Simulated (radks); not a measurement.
The numbers below are computed, except where a source is named.
All-electron atom: Mn19+ in [He] 2s2 2p2.

Level of theory: scalar-relativistic Kohn-Sham, r2SCAN, spin-unpolarised, spherical densities, finite nucleus; meta-GGA in the generalised Kohn-Sham scheme; Fermi nuclear charge, rms radius 3.7057 fm (a radial shooting solver on a logarithmic mesh with Libxc functionals).

Energy parts (hartree):
total: -865.33022
kinetic: 877.66780
electron-nucleus: -1819.51167
Hartree: 102.40219
exchange-correlation: -25.88854

Orbitals (lengths in bohr, moments of r in powers of bohr; r(max) is where P^2 peaks):
orbital  occ.  eigenvalue (hartree)  <1/r>      <r>   r(max)       <r^4>
1s          2             -274.2045  25.01  0.06061  0.03981  0.00006232
2s          2             -57.54540  5.750   0.2593   0.2220     0.01035
2p          2             -54.37504  5.633   0.2244   0.1770    0.007109

The highest occupied level is 2p at -1479.6 eV. Summed over all electrons, <r^2> = 0.2891 bohr^2, which gives a Langevin (diamagnetic) susceptibility term of -0.229 x 10^-6 cm^3/mol. The electron density at the nucleus is 1.335e+04 e/bohr^3 (large components only).
